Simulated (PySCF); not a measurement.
# Dipole polarisabilities along the 3d series, charge +1

Calculated with PySCF 2.14 for the ground configurations, without spin-orbit coupling: coupled response for Hartree-Fock and DFT. Mean α in bohr³, C₆ of like pairs in atomic units.

| species | α UHF | α PBE | α PBE0 | C₆ UHF | C₆ PBE | C₆ PBE0 |
| --- | --- | --- | --- | --- | --- | --- |
| Sc⁺ [Ar] 3d1 4s1 (def2-QZVPPD, non-relativistic) | 78.25 | 60.16 | 64.55 | 581.1 | 408.9 | 448.1 |
| Ti⁺ [Ar] 3d2 4s1 (def2-QZVPPD, non-relativistic) | 64.52 | 47.38 | 51.15 | 441.7 | 298.1 | 327.5 |
| V⁺ [Ar] 3d4 (def2-QZVPPD, non-relativistic) | 10.61 | 16.21 | 14.51 | 37.75 | 56.53 | 51.53 |
| Mn⁺ [Ar] 3d5 4s1 (def2-QZVPPD, non-relativistic) | 40.55 | 28.53 | 30.87 | 224.6 | 148.8 | 162.0 |
| Fe⁺ [Ar] 3d6 4s1 (def2-QZVPPD, non-relativistic) | 36.44 | 25.67 | 27.71 | 191.3 | 128.4 | 139.1 |
| Co⁺ [Ar] 3d8 (def2-QZVPPD, non-relativistic) | 6.588 | 10.12 | 8.788 | 22.25 | 35.93 | 30.76 |
| Ni⁺ [Ar] 3d9 (def2-QZVPPD, non-relativistic) | 5.832 | 9.002 | 7.774 | 19.16 | 31.10 | 26.48 |
| Cu⁺ [Ar] 3d10 (def2-QZVPPD, non-relativistic) | 5.087 | 7.762 | 6.779 | 16.23 | 26.04 | 22.43 |
| Zn⁺ [Ar] 3d10 4s1 (def2-QZVPPD, non-relativistic) | 25.49 | 17.97 | 19.35 | 111.7 | 75.91 | 81.68 |

(1) Fill in the row of Cr⁺ [Ar] 3d5 (def2-QZVPPD, non-relativistic).

The values depend on the diffuse functions of the basis.

Answers

(1) α UHF 8.112; α PBE 12.35; α PBE0 10.65; C₆ UHF 27.49; C₆ PBE 40.44; C₆ PBE0 35.39.
